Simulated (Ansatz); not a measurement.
`C[CH](C)[GeH]` + H–F → `[F][GeH]` + `CCC` at 700 K and 1 bar (ligand exchange at a Ge–C bond).

Program: Ansatz. Geometries: PBE0-D4/def2-TZVP. ΔE: electronic, gas phase. CBS: MP2 limit from def2 TZ/QZ plus the TZ coupled-cluster correction, frozen cores. This one scheme is used for every species. For Ge outer-core shells are correlated without core-valence functions, which leaves a few kJ/mol of doubt a bond. Scalar relativity is left out up to krypton.

```tsv
species	CCSD(T)/CBS energy (Eh)	H − E (kJ/mol)	S (J/(mol·K))
`C[CH](C)[GeH]`	-2195.04052	334.8	454.9
H–F	-100.39570	45.2	198.5
`[F][GeH]`	-2176.50038	48.7	290.8
`CCC`	-118.98051	329.4	356.3
```

H − E and S are ideal-gas, rigid-rotor, harmonic terms from PBE0-D4/def2-TZVP, for one conformer and one mirror image of each species. 1 Eh = 2625.50 kJ/mol, R = 8.31446 J/(mol·K).

Question: By hand: ΔE, ΔH, ΔS and ΔG.

Answer: ΔE = (-2176.50038) + (-118.98051) − (-2195.04052) − (-100.39570) = -0.04467 Eh = -117.3 kJ/mol. Δ(H − E) = 48.7 + 329.4 − 334.8 − 45.2 = -1.9, so ΔH = -119.2 kJ/mol. ΔS = 290.8 + 356.3 − 454.9 − 198.5 = -6.3 J/(mol·K). ΔG = -119.2 − 700 × (-6.3)/1000 = -114.8 kJ/mol.

Question: By hand: the equilibrium constant, and the temperature at which ΔG would vanish if ΔH and ΔS stayed fixed.

Answer: log₁₀ K = −ΔG/(RT ln 10) = 8.6. ΔG = 0 at ΔH/ΔS = 18921 K, far beyond where these terms or the molecules hold.

The number of gas molecules stays the same, so ΔS is small and ΔH decides. A doubt of 5 kJ/mol in ΔE shifts log₁₀ K by 0.4 here. Other conformers and mirror images would add mixing entropy, several J/(mol·K) or more a flexible species. Modes under 60 cm⁻¹, often nearly free rotors, make the harmonic entropy too high. These are equilibria of isolated gas molecules and say nothing of rates. Largest T1 diagnostic: 0.014 (customary marks: 0.02 for closed shells, 0.045 for open ones).
